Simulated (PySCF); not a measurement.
Isomers of CH4OSi. Isolated molecules, 0 K electronic values unless said otherwise. One relaxed conformer stands for each flexible species; it need not be the lowest. Strings in code marks are SMILES.

The LUMO from two functionals at the same geometries (B3LYP-D3(BJ)/def2-TZVP), both in PySCF: PBE-D3(BJ)/def2-TZVP and B3LYP-D3(BJ)/def2-TZVP. B3LYP has the VWN-RPA correlation part, as in Gaussian. 

| species | PBE-D3(BJ)/def2-TZVP (eV) |
|---|---|
| `O=C[SiH3]` | -2.83 |
| `C1O[SiH2]1` | -1.37 |
| `C[SiH]=O` | -2.38 |
| `C=[SiH]O` (C–Si–O–H torsion 0°) | -1.14 |

Question: What does B3LYP-D3(BJ)/def2-TZVP give for each?

Answer: 
- `O=C[SiH3]`: -1.91
- `C1O[SiH2]1`: -0.76
- `C[SiH]=O`: -1.72
- `C=[SiH]O` (C–Si–O–H torsion 0°): -0.50
Over these rows, drawn at random from the members with no instability flagged (it was tested for open shells, ions and some series alone), PBE minus B3LYP-D3(BJ): mean -0.71 eV, from -0.92 eV to -0.61 eV.
